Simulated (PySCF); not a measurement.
Isomers of C5H9NOSi, one conformer each; single-point electronic energies without zero-point terms and without any empirical dispersion term.

Computed with PySCF at wB97X-D/def2-SVPD, non-relativistic, each on one gas-phase PBE0-D3(BJ)/def2-SVP geometry that isn't relaxed in the solvent. The solvent is an IEF-PCM continuum (cavity from Bondi-type radii × 1.2). Specific hydrogen bonds and non-electrostatic terms are outside this model.

```
                   isomer  relative energy, gas (kJ/mol)  dipole (D)
`C[Si@@H]1CC[C@H](C#N)O1`                            0.0        3.71
  `C[C@]1(C#N)CC[SiH2]O1`                           32.5        4.07
```

Task: How do the relative energies look in chloroform (ε = 4.711)?

Result: 
```tsv
isomer	relative energy, solvent (kJ/mol)	E(solvent) − E(gas) (kJ/mol)	dipole in solvent (D)
`C[Si@@H]1CC[C@H](C#N)O1`	0.0	-21.9	4.49
`C[C@]1(C#N)CC[SiH2]O1`	33.7	-20.7	5.00
```

The order is unchanged. Conformers: `[CH3:1][Si@@H:2]1[CH2:3][CH2:4][C@H:5]([C:6]#[N:7])[O:8]1` with C1–Si2–C3–C4 -132°, Si2–C3–C4–C5 33°, C3–C4–C5–C6 79°, C4–C5–O8–Si2 30°; `[CH3:1][C@:2]1([C:3]#[N:4])[CH2:5][CH2:6][SiH2:7][O:8]1` with C1–C2–C5–C6 -162°, C2–C5–C6–Si7 35°, C5–C6–Si7–O8 -18°, C6–Si7–O8–C2 -5°. `C[Si@@H]1CC[C@H](C#N)O1` gains most from the continuum, while `C[C@]1(C#N)CC[SiH2]O1` has the largest gas-phase dipole. The gains span 1.2 kJ/mol, the gas-phase energies 32.5 kJ/mol.
